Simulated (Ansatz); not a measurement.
Ansatz (a program for electronic structure) input file for C2H6F2OSi, SMILES FC([SiH3])(OC)F, PBE-D3(BJ)/def2-SVP. 

Ansatz 0.2 input:
```yaml
crystal:
  periodic: [false, false, false]
  atoms:
    - {symbol: C, position_ang: [2.28455526, -0.25469002, 0.29875598]}
    - {symbol: O, position_ang: [1.06601345, -0.34803644, -0.44693982]}
    - {symbol: C, position_ang: [-0.06045667, 0.07707090, 0.17077871]}
    - {symbol: F, position_ang: [0.06564040, 1.39293931, 0.55996056]}
    - {symbol: F, position_ang: [-0.25965941, -0.61263848, 1.34696302]}
    - {symbol: Si, position_ang: [-1.57794616, -0.13596571, -0.99946741]}
    - {symbol: H, position_ang: [2.23133385, -0.86783753, 1.21096822]}
    - {symbol: H, position_ang: [3.07539087, -0.63570560, -0.35844367]}
    - {symbol: H, position_ang: [2.49709820, 0.79058320, 0.56916173]}
    - {symbol: H, position_ang: [-2.78316546, 0.34536229, -0.27430593]}
    - {symbol: H, position_ang: [-1.71139314, -1.57738005, -1.33643113]}
    - {symbol: H, position_ang: [-1.34454635, 0.67579664, -2.22240731]}
basis:
  gaussian:
    orbitals: def2-SVP
hamiltonian:
  xc: pbe
  dispersion: d3bj
relax: {f_tol: 0.002, max_steps: 200}
```

Log of the run:

```
WARN ansatz: RAYON_NUM_THREADS=2 ignored (pool sized by the plan → 2); use --threads N
Functional definition: PBE
integrals: 0.06 GiB planned
1299 factors; their error is unknown
mean field: 0.35 GiB planned
mean field evaluation 1: about -17500.7169 eV, gradient 4.9e1 eV
mean field evaluation 2: about -17494.8475 eV, gradient 7.4e1 eV
mean field evaluation 4: about -17505.6909 eV, gradient 4.9e0 eV
mean field evaluation 8: about -17505.6492 eV, gradient 2.2e-1 eV
mean field -17505.64925671 eV, -643.3207444288 hartree, gradient 6.9e-5 eV, S^2 0.000000; 0 other end points of the search recorded, 0 dependent functions left out
the calculation of the forces begins
reference -17505.64929244 eV, -643.3207457421 hartree; 29, 29 occupied and 89, 89 virtual orbitals, 1299 factors
relax step   1: F+E_penalty+E_count = -17505.86838220 eV  Δ(F+E_penalty+E_count) = +0.000e0 eV  max|allowed force component| = 4.256e-1 eV/Å  Δτ_max = 0.0000 Å  (26 SCF iters, accepted)
these checks for a lower state are left out or cut short: starts, cluster_reference, orbital_swaps, neighbouring_geometries, increment
integrals: 0.06 GiB planned
1299 factors; their error is unknown
mean field: 0.35 GiB planned
mean field evaluation 16: about -17505.7473 eV, gradient 1.0e0 eV
mean field -17505.66381779 eV, -643.3212795386 hartree, gradient 1.8e-5 eV, S^2 0.000000; 0 other end points of the search recorded, 0 dependent functions left out
the calculation of the forces begins
reference -17505.66385356 eV, -643.3212808532 hartree; 29, 29 occupied and 89, 89 virtual orbitals, 1299 factors
relax step   2: F+E_penalty+E_count = -17505.88231755 eV  Δ(F+E_penalty+E_count) = -1.394e-2 eV  max|allowed force component| = 1.623e-1 eV/Å  Δτ_max = 0.0138 Å  (31 SCF iters, accepted)
these checks for a lower state are left out or cut short: starts, cluster_reference, orbital_swaps, neighbouring_geometries, increment
integrals: 0.06 GiB planned
1299 factors; their error is unknown
mean field: 0.35 GiB planned
mean field -17505.66588810 eV, -643.3213556213 hartree, gradient 1.8e-5 eV, S^2 0.000000; 0 other end points of the search recorded, 0 dependent functions left out
the calculation of the forces begins
reference -17505.66592390 eV, -643.3213569368 hartree; 29, 29 occupied and 89, 89 virtual orbitals, 1299 factors
relax step   3: F+E_penalty+E_count = -17505.88407301 eV  Δ(F+E_penalty+E_count) = -1.755e-3 eV  max|allowed force component| = 2.059e-2 eV/Å  Δτ_max = 0.0069 Å  (30 SCF iters, accepted)
these checks for a lower state are left out or cut short: starts, cluster_reference, orbital_swaps, neighbouring_geometries, increment
integrals: 0.06 GiB planned
1299 factors; their error is unknown
mean field: 0.35 GiB planned
mean field evaluation 32: about -17505.6659 eV, gradient 4.1e-5 eV
mean field -17505.66590153 eV, -643.3213561148 hartree, gradient 9.8e-6 eV, S^2 0.000000; 0 other end points of the search recorded, 0 dependent functions left out
the calculation of the forces begins
reference -17505.66593734 eV, -643.3213574307 hartree; 29, 29 occupied and 89, 89 virtual orbitals, 1299 factors
relax step   4: F+E_penalty+E_count = -17505.88412005 eV  Δ(F+E_penalty+E_count) = -4.704e-5 eV  max|allowed force component| = 1.201e-2 eV/Å  Δτ_max = 0.0024 Å  (23 SCF iters, accepted)
these checks for a lower state are left out or cut short: starts, cluster_reference, orbital_swaps, neighbouring_geometries, increment
integrals: 0.06 GiB planned
1299 factors; their error is unknown
mean field: 0.35 GiB planned
mean field -17505.66585808 eV, -643.3213545181 hartree, gradient 1.3e-5 eV, S^2 0.000000; 0 other end points of the search recorded, 0 dependent functions left out
the calculation of the forces begins
reference -17505.66589390 eV, -643.3213558345 hartree; 29, 29 occupied and 89, 89 virtual orbitals, 1299 factors
relax step   5: F+E_penalty+E_count = -17505.88411197 eV  Δ(F+E_penalty+E_count) = +8.080e-6 eV  max|allowed force component| = 3.455e-2 eV/Å  Δτ_max = 0.0027 Å  (23 SCF iters, rejected (line search))
these checks for a lower state are left out or cut short: starts, cluster_reference, orbital_swaps, neighbouring_geometries, increment
integrals: 0.06 GiB planned
1299 factors; their error is unknown
mean field: 0.35 GiB planned
mean field -17505.66590608 eV, -643.3213562820 hartree, gradient 2.3e-5 eV, S^2 0.000000; 0 other end points of the search recorded, 0 dependent functions left out
the calculation of the forces begins
reference -17505.66594190 eV, -643.3213575982 hartree; 29, 29 occupied and 89, 89 virtual orbitals, 1299 factors
relax step   6: F+E_penalty+E_count = -17505.88413563 eV  Δ(F+E_penalty+E_count) = -1.558e-5 eV  max|allowed force component| = 1.757e-3 eV/Å  Δτ_max = 0.0013 Å  (22 SCF iters, accepted)
these checks for a lower state are left out or cut short: starts, cluster_reference, orbital_swaps, neighbouring_geometries, increment
integrals: 0.06 GiB planned
1299 factors; their error is unknown
mean field: 0.35 GiB planned
mean field -17505.66591385 eV, -643.3213565676 hartree, gradient 1.0e-5 eV, S^2 0.000000; 0 other end points of the search recorded, 0 dependent functions left out
the calculation of the forces begins
reference -17505.66594968 eV, -643.3213578843 hartree; 29, 29 occupied and 89, 89 virtual orbitals, 1299 factors
relax step   7: F+E_penalty+E_count = -17505.88414151 eV  Δ(F+E_penalty+E_count) = -5.881e-6 eV  max|allowed force component| = 3.427e-3 eV/Å  Δτ_max = 0.0024 Å  (23 SCF iters, accepted)
these checks for a lower state are left out or cut short: starts, cluster_reference, orbital_swaps, neighbouring_geometries, increment
integrals: 0.06 GiB planned
1299 factors; their error is unknown
mean field: 0.35 GiB planned
mean field -17505.66591794 eV, -643.3213567177 hartree, gradient 7.9e-6 eV, S^2 0.000000; 0 other end points of the search recorded, 0 dependent functions left out
the calculation of the forces begins
reference -17505.66595377 eV, -643.3213580344 hartree; 29, 29 occupied and 89, 89 virtual orbitals, 1299 factors
relax step   8: F+E_penalty+E_count = -17505.88414306 eV  Δ(F+E_penalty+E_count) = -1.544e-6 eV  max|allowed force component| = 2.009e-3 eV/Å  Δτ_max = 0.0008 Å  (22 SCF iters, accepted)
these checks for a lower state are left out or cut short: starts, cluster_reference, orbital_swaps, neighbouring_geometries, increment
integrals: 0.06 GiB planned
1299 factors; their error is unknown
mean field: 0.35 GiB planned
mean field evaluation 64: about -17505.6659 eV, gradient 1.4e-5 eV
mean field -17505.66591861 eV, -643.3213567425 hartree, gradient 1.3e-5 eV, S^2 0.000000; 0 other end points of the search recorded, 0 dependent functions left out
the calculation of the forces begins
reference -17505.66595444 eV, -643.3213580592 hartree; 29, 29 occupied and 89, 89 virtual orbitals, 1299 factors
relax step   9: F+E_penalty+E_count = -17505.88414332 eV  Δ(F+E_penalty+E_count) = -2.598e-7 eV  max|allowed force component| = 5.024e-4 eV/Å  Δτ_max = 0.0006 Å  (21 SCF iters, accepted)
integrals: 0.06 GiB planned
1299 factors; their error is unknown
mean field: 0.35 GiB planned
mean field -17505.66591861 eV, -643.3213567425 hartree, gradient 1.3e-5 eV, S^2 0.000000; 1 other end points of the search recorded, 0 dependent functions left out
the calculation of the forces begins
reference -17505.66595444 eV, -643.3213580592 hartree; 29, 29 occupied and 89, 89 virtual orbitals, 1299 factors
Total energy: -17505.88417915 eV, -643.3293776691 hartree
Atom 0 at     2.291252    -0.254567     0.301069 Å, force    -0.000099     0.000074     0.000143 eV/Å
Atom 1 at     1.072553    -0.352842    -0.455784 Å, force     0.000366     0.000058     0.000291 eV/Å
Atom 2 at    -0.055944     0.075566     0.170063 Å, force    -0.000215    -0.000199    -0.000502 eV/Å
Atom 3 at     0.067095     1.401895     0.561791 Å, force     0.000132     0.000228     0.000172 eV/Å
Atom 4 at    -0.260986    -0.619832     1.354160 Å, force     0.000089    -0.000126     0.000281 eV/Å
Atom 5 at    -1.582268    -0.136251    -1.002339 Å, force    -0.000296    -0.000017    -0.000149 eV/Å
Atom 6 at     2.233465    -0.868698     1.222391 Å, force    -0.000041     0.000054     0.000005 eV/Å
Atom 7 at     3.091712    -0.639784    -0.354916 Å, force     0.000056    -0.000126    -0.000171 eV/Å
Atom 8 at     2.503069     0.799583     0.571667 Å, force     0.000003     0.000009    -0.000077 eV/Å
Atom 9 at    -2.794183     0.349657    -0.265098 Å, force    -0.000026    -0.000011    -0.000021 eV/Å
Atom 10 at    -1.725931    -1.588538    -1.346772 Å, force     0.000024     0.000037     0.000003 eV/Å
Atom 11 at    -1.356970     0.683309    -2.237639 Å, force     0.000008     0.000021     0.000027 eV/Å
Dipole moment:     0.200625    -0.071483    -0.099003 e Å
```

The calculation finished and met its thresholds.
